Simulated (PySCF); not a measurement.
CH8OSi2, SMILES CO[SiH2][SiH3], GFN2-xTB optimised geometry.

```
12

C      2.43    -0.47     0.00
O      1.04    -0.47     0.00
Si     0.04     0.81     0.00
Si    -2.01    -0.21     0.01
H      2.82     0.03     0.89
H      2.82     0.05    -0.88
H      2.77    -1.51    -0.01
H      0.35     1.68     1.15
H      0.34     1.67    -1.16
H     -2.78     0.15     1.21
H     -2.00    -1.68    -0.04
H     -2.82     0.23    -1.12
```

Density from PBE/def2-TZVP (PySCF) at that geometry.

Minimum of the electron density along straight lines between bonded atoms, close to the bond critical point (lines longer than 1.1 times the sum of covalent radii, or with two minima, are not listed):

```csv
bond,length / Å,ρ at the minimum / e bohr⁻³,∇²ρ there / e bohr⁻⁵,position (fraction from the first atom)
C1–O2,1.392,0.265,-0.51,0.35
O2–Si3,1.627,0.142,0.88,0.59
Si3–Si4,2.291,0.100,-0.19,0.52
C1–H5,1.093,0.281,-0.97,0.64
C1–H6,1.093,0.281,-0.97,0.64
C1–H7,1.091,0.284,-0.99,0.65
Si3–H8,1.475,0.122,0.15,0.50
Si3–H9,1.475,0.122,0.15,0.50
Si4–H10,1.467,0.121,0.18,0.50
Si4–H11,1.466,0.122,0.18,0.50
Si4–H12,1.467,0.121,0.18,0.50
```
